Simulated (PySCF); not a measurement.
Te(3+) (tellurium, charge +3): UHF calculation

Configuration: [Kr] 4d10 5s2 5p1, 2P determinant. Computed with PySCF 2.14 in aug-cc-pwCVTZ-DK3 with one added diffuse shell each of s, p, d, f type (11s10p8d5f1g, 125 functions), with scalar relativity by spin-free X2C-1e.

| Item | Value |
| --- | --- |
| Total energy | -6788.679266 hartree |
| One-electron energy | -9261.4398 hartree |
| Hartree (Coulomb) energy | 2646.7846 hartree |
| Exchange energy | -174.0242 hartree |
| ⟨S²⟩ | 0.7575 |
| ⟨L²⟩ | 2.023 |
| Sum of ⟨r⟩ | 28.68 bohr |
| Sum of ⟨r²⟩ | 33.11 bohr² |
| Traceless quadrupole moment −½Σ⟨3z² − r²⟩ along its main axis | -2.33 e·bohr² |
| Langevin diamagnetic susceptibility | -26.2 ×10⁻⁶ cm³/mol |

```csv
shell,electrons,mean orbital energy (eV),spread (eV),"rms radius, mean of both spins (bohr)"
1s α,1,-31999.7,0,0.0320
1s β,1,-31999.7,0,0.0320
2s α,1,-5031.2,0,0.130
2s β,1,-5031.2,0,0.130
2p α,3,-4516.1,0.046,0.116
2p β,3,-4516.0,0.122,0.116
3s α,1,-1067.9,0,0.343
3s β,1,-1067.9,0,0.343
3p α,3,-895.89,0.008,0.343
3p β,3,-895.76,0.307,0.343
3d α,5,-634.82,0.163,0.322
3d β,5,-634.77,0.267,0.322
4s α,1,-224.34,0,0.814
4s β,1,-224.12,0,0.814
4p α,3,-168.32,0.023,0.877
4p β,3,-168.06,0.708,0.877
4d α,5,-83.912,0.421,1.04
4d β,5,-83.727,0.782,1.04
5s α,1,-47.834,0,2.07
5s β,1,-45.189,0,2.07
5p α,1,-36.483,0,2.39
```

Densities and radii are taken from the X2C orbitals without a picture-change correction, which distorts them close to the nucleus.

Spin-orbit constants ζ (cm⁻¹) from the X2C one-electron operator on these orbitals: bare nucleus, nucleus screened by l(l+1)(2l+1)/3 electrons, and screened by the Breit-Pauli mean field of the electrons.

```
shell     bare  screened nucleus  mean field
   2p  1466000           1409000         n/a
   3p   276800            266200         n/a
   3d    41920             33860         n/a
   4p    50370             48440         n/a
   4d     5649              4563         n/a
   5p     5772              5550         n/a
```

To first order the Landé constant is A = 5550 cm⁻¹, so the lowest level has J = 1/2 and lies 0.688 eV below the centre of the term. First order in ζ underestimates the shift of the j = l − 1/2 level at high Z.
